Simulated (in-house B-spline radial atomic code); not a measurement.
Values are calculated unless marked as measured or tabulated.
## Ga ion on Ti atom: potential, deflection and energy transfer

The pair potential comes from two frozen, spherical free-atom densities (PBE, B-spline radial code, scalar-relativistic past argon): electrostatics plus the change in Thomas-Fermi kinetic and Dirac exchange energy where they overlap, the recipe behind the universal ZBL potential, which averages such potentials (from solid-state densities) over many pairs. It is written V = (Z1 Z2 e²/r) φ(r/a), with e² = 14.3996 eV·Å and a = 0.46850 Å/(Z1^0.23 + Z2^0.23); ZBL's fit is φ = 0.18175 e^(−3.1998x) + 0.50986 e^(−0.94229x) + 0.28022 e^(−0.4029x) + 0.02817 e^(−0.20162x). Where φ falls below 4e-4 it is continued as an exponential.

Masses 69.72 and 47.87 u.

| x = r/a | φ, this pair | φ, ZBL |
| --- | --- | --- |
| 0.1 | 0.8941 | 0.8928 |
| 0.25 | 0.7731 | 0.7647 |
| 0.5 | 0.6251 | 0.6096 |
| 1 | 0.433 | 0.4164 |
| 1.5 | 0.3142 | 0.2995 |
| 2 | 0.2346 | 0.2218 |
| 3 | 0.1387 | 0.1292 |
| 4 | 0.08607 | 0.08026 |
| 5 | 0.05519 | 0.05224 |
| 6.5 | 0.03097 | 0.02914 |
| 8 | 0.01831 | 0.01705 |
| 10 | 0.009225 | 0.008778 |
| 12 | 0.004878 | 0.00474 |
| 14.5 | 0.002415 | 0.002328 |
| 17 | 0.001262 | 0.001212 |
| 20 | 0.0005728 | 0.0005882 |

(1) At x = 1 the electrostatic, kinetic and exchange parts are 27022.87, 11872.98 and -419.63 eV. Find r, V and φ.

(2) The ion comes in at 21.83 keV with impact parameter 0.2210 Å. The scattering integral gives a centre-of-mass angle of 59.43° and a closest approach of 2.872 a. What are the reduced energy, the energy passed on and the laboratory angles?

Answers

(1) a = 0.46850/(2.2030 + 2.0359) = 0.11052 Å, so r = 0.11052 Å. V = 27022.87 + 11872.98 + (-419.63) = 38476.22 eV. The bare repulsion is 31 × 22 × 14.3996/0.11052 = 88854 eV, so φ = 0.4330, +4.0 % against ZBL's 0.4164. The kinetic (Pauli) term is 31 % of V here.

(2) ε = E a M2/(Z1 Z2 e² (M1 + M2)) = 21830 × 4.5816e-06 = 0.1. The most that one collision can pass on is γE with γ = 4 M1 M2/(M1 + M2)² = 0.9655. Here T = γE sin²(θ/2) = 0.9655 × 21830 × 0.2457 = 5178 eV. The ion turns by arctan(sin θ/(cos θ + M1/M2)) = 23.7°, and the struck atom leaves at (180° − θ)/2 = 60.3°. The closest approach is 0.317 Å. With ZBL the angle would be 57.39° and T = 4859 eV.
